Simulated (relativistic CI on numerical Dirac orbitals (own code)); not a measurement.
Spin-allowed bands of a d2 ion in an octahedral site, by hand

Problem. Take Δ = 27900 cm⁻¹ and B = 590 cm⁻¹ for a d2 ion in an octahedral site. Calculate the three spin-allowed bands.

Working.
1. The terms of highest spin are 3F (energy 0) and 3P (15B = 8850 cm⁻¹). Here the F term splits into A2 at +1.2Δ = 33480, T2 at +0.2Δ = 5580 and T1 at −0.6Δ = -16740 cm⁻¹.
2. The two T1 states mix through the element 0.4Δ: H = [[-16740, 11160], [11160, 8850]], with roots ½(H₁₁ + H₂₂) ∓ ½√[(H₂₂ − H₁₁)² + 4H₁₂²] = ½(-7890) ∓ ½(33956) = -20923 and 13033 cm⁻¹.
3. The ground term is 3T1 at -20923 cm⁻¹.
4. Bands: 3T2 26503 cm⁻¹ (377 nm), 3T1(P) 33956 cm⁻¹ (294 nm), 3A2 54403 cm⁻¹ (184 nm).

Check. Exact diagonalisation of the whole d2 shell with these parameters gives 3T2 26503, 3T1 33956, 3A2 54403 cm⁻¹. The match is exact, since without spin-orbit coupling no other term has this spin. The ratio of the second band to the first, 1.281, depends on Δ/B = 47.3 alone, which is how a Tanabe-Sugano diagram is read.
